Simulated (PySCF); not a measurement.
C2H3BN2O, SMILES OB1C=NC=N1.

The structure is a stationary point at PBE0-D3(BJ)/def2-SVP. This is a generated structure with no PubChem entry under its InChIKey; it may be hypothetical. One conformer was computed; it need not be the lowest.

All values below come from PBE/def2-TZVP (PySCF).

Computed frontier levels, gap, dipole moment and polarisability:
```
Item                                                                                                           Result
---------------------------------------------------------------------------------------------  ----------------------
highest occupied level                                                                                       -6.13 eV
lowest empty level                                                                                           -4.01 eV
orbital gap                                                                                                   2.12 eV
dipole moment                                                                                                  1.46 D
quadrupole, principal values (traceless, Buckingham form, about the centre of nuclear charge)   -1.59, 0.22, 1.37 D·Å
mean static polarisability                                                                       49.9 bohr³ (7.39 Å³)
polarisability, principal values                                                               31.2, 53.4, 65.0 bohr³
```
